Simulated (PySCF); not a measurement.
Geometry (Å), atoms numbered from 1 in this order:
```xyz
14

Cl    7.6236    1.6623    4.8095
Si    6.8329    1.7612    2.9035
O     6.0261    0.3586    2.5821
C     4.6936    0.2094    3.0439
C     3.8424    1.4317    2.7259
C     4.4063    2.7145    3.3223
O     5.7196    2.9781    2.8569
H     7.9132    1.9866    1.9304
H     4.6986    0.0208    4.1346
H     4.2755   -0.6868    2.5606
H     2.8193    1.2717    3.1039
H     3.7726    1.5465    1.6312
H     4.4092    2.6534    4.4276
H     3.7794    3.5759    3.0458
```

Geometry: PBE0-D3(BJ)/def2-SVP; GIAO absolute shieldings from PySCF 2.14, gas phase, non-relativistic, averaged over equivalent atoms.

At PBE0/pcSseg-1 (168 basis functions, 27 s wall time on 1 thread of an Arm Neoverse V2, shared host):
```
  atoms  σ (ppm)
    Cl1    875.8
    Si2    382.8
  O3/O7    260.3
  C4/C6    119.1
     C5    150.6
     H8    26.41
 H9/H13    27.02
H10/H14    27.24
    H12    29.01
    H11    30.13
```

Question: What do these become at B3LYP/pcSseg-2?

Answer: 
| atoms | σ at B3LYP/pcSseg-2 | change |
| --- | --- | --- |
| Cl1 | 862.4 | -13.4 |
| Si2 | 366.7 | -16.1 |
| O3/O7 | 247.3 | -13.0 |
| C4/C6 | 110.2 | -8.9 |
| C5 | 142.2 | -8.4 |
| H8 | 26.27 | -0.14 |
| H9/H13 | 27.11 | +0.09 |
| H10/H14 | 27.37 | +0.13 |
| H12 | 29.18 | +0.17 |
| H11 | 30.11 | -0.02 |

The largest change is at Si2 (silicon bonded to Cl, 2 O, H, in a 6-membered ring). Cost: 364 basis functions, 78 s wall time on 1 thread of an Arm Neoverse V2, shared host.
